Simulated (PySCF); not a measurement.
# ²⁹Si chemical shifts

Theory: NMR shieldings at PBE0/pcSseg-1/GIAO, GFN2-xTB structure, in PySCF 2.14 (no solvent, one computed conformer, relativity neglected, equivalent nuclei averaged).

Shieldings were converted by a linear fit to measured shifts: ²⁹Si: δ = 279.94 − 0.822σ (rms 8.9 ppm, 72 shifts, 25.8 ppm with the 6 outliers that the fit left out vs TMS, solution or neat liquid). A few per cent of atoms miss by over 2 rms, more outside the fitted compound classes.

(1) Give the ²⁹Si shifts of `C[SiH2][SiH2]/C([SiH3])=C\F`, `O=C1NCC[C@H]1O[SiH3]`, `C[SiH](C)O[SiH2][SiH3]`.

(2) Order these by ²⁹Si shift, lowest first.
A. C=CN(C)[SiH2]C1CC1
B. OCC([SiH3])([SiH3])[SiH3]
C. C1C[SiH2]N(C2CC2)C1

Answers

(1) 
| compound | environment | δ (ppm) |
| --- | --- | --- |
| [CH3:1][SiH2:2][SiH2:3]/[C:4]([SiH3:5])=[CH:6]\[F:7] | Si5: silicon bonded to C, 3 H | -66.1 |
| [CH3:1][SiH2:2][SiH2:3]/[C:4]([SiH3:5])=[CH:6]\[F:7] | Si2: silicon bonded to C, Si, 2 H | -76.1 |
| [CH3:1][SiH2:2][SiH2:3]/[C:4]([SiH3:5])=[CH:6]\[F:7] | Si3: silicon bonded to C, Si, 2 H | -79.5 |
| O=C1NCC[C@H]1O[SiH3] | silicon bonded to O, 3 H | -41.2 |
| [CH3:1][SiH:2]([CH3:3])[O:4][SiH2:5][SiH3:6] | Si2: silicon bonded to 2 C, O, H | -10.8 |
| [CH3:1][SiH:2]([CH3:3])[O:4][SiH2:5][SiH3:6] | Si5: silicon bonded to O, Si, 2 H | -33.8 |
| [CH3:1][SiH:2]([CH3:3])[O:4][SiH2:5][SiH3:6] | Si6: silicon bonded to Si, 3 H | -106.2 |

(2) B (-60.2 ppm, silicon bonded to C, 3 H), C (-37.7 ppm, silicon bonded to C, N, 2 H, in a 5-membered ring), A (-21.5 ppm, silicon bonded to C, N, 2 H).
